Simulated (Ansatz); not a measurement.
Name a neutral molecule of C, Cl, F, Sn and H with size of the dipole moment (B3LYP/def2-TZVPP) between 2.55 and 2.85 D and HOMO energy (ωB97M-V/def2-TZVPP) between -10.45 and -10.15 eV (Ansatz, PBE0-D4/def2-TZVP geometry).

`F[CH2][SnH2][Cl]` (2.67 D, -10.41 eV). Other molecules can fit too; these were computed, each in one conformer that needn't be the lowest.

B3LYP here is the variant with VWN-RPA as its local correlation; programs differ in this.
